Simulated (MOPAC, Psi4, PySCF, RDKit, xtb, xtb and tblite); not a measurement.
Two geometries of SMILES C=C[SiH2][SiH2]O (C2H8OSi2), relaxed at GFN2-xTB with one dihedral held; other torsions can differ between them too.

Structure A

```
13

C     -2.2359     0.3602     0.5741
C     -1.7002    -0.7855     0.1852
Si     0.1430    -1.0912    -0.0743
Si     1.3565     0.8014     0.4051
O      2.8741     0.2815     0.1082
H     -3.2992     0.4945     0.7105
H     -1.6273     1.2285     0.7768
H     -2.3647    -1.6204    -0.0023
H      0.2878    -1.5661    -1.4633
H      0.4865    -2.2564     0.7625
H      1.2968     1.3000     1.7893
H      1.0996     1.9884    -0.4273
H      3.6352     0.8453     0.2156
```

Structure B

```
13

C      2.3705     0.2764     0.5036
C      1.7436    -0.8480     0.1959
Si    -0.1160    -1.0213    -0.0751
Si    -1.4001     0.8370     0.3580
O     -0.4300     2.1123     0.0398
H      3.4406     0.3274     0.6467
H      1.8389     1.2063     0.6210
H      2.3359    -1.7509     0.0871
H     -0.2784    -1.5107    -1.4574
H     -0.5480    -2.1421     0.7816
H     -2.6054     0.9589    -0.4773
H     -1.8877     0.9701     1.7402
H     -0.7455     3.0107     0.0902
```

Question: Which is lower in energy at the level DF-MP2 (frozen core)/cc-pVTZ // GFN2-xTB run with Psi4, and by how much?

Answer: B is lower, by 3.31 kJ/mol (dihedral C2–Si3–Si4–O5: 180° in A, 30° in B).

E(B) − E(A) in kJ/mol at the other levels, on the same two geometries: GFN2-xTB (xtb and tblite) 3.97; MMFF94 // GFN2-xTB (RDKit) -8.26; B3LYP/def2-TZVP // GFN2-xTB (Psi4) -2.83; B3LYP-D3(BJ)/def2-TZVP // GFN2-xTB (Psi4) -2.96; PBE/def2-TZVP // GFN2-xTB (Psi4) -2.82; PBE-D3(BJ)/def2-TZVP // GFN2-xTB (Psi4) -2.99; wB97X-D/def2-TZVP // GFN2-xTB (Psi4) -3.21; HF/cc-pVTZ // GFN2-xTB (Psi4) -2.92; UFF // GFN2-xTB (RDKit) -1.97; PM3, restricted, heats of formation // GFN2-xTB (MOPAC) -2.72; AM1, restricted, heats of formation // GFN2-xTB (MOPAC) -8.95; GFN1-xTB // GFN2-xTB (xtb) 1.14; restricted B3LYP/6-31G*, spherical d, density fitting // GFN2-xTB (PySCF) -5.14; restricted MP2 (frozen core)/6-31G*, spherical d // GFN2-xTB (PySCF) -4.57; restricted Hartree-Fock/3-21G // GFN2-xTB (PySCF) -6.76; restricted Hartree-Fock/LANL2DZ, with its core potentials past Ne // GFN2-xTB (PySCF) -5.61.
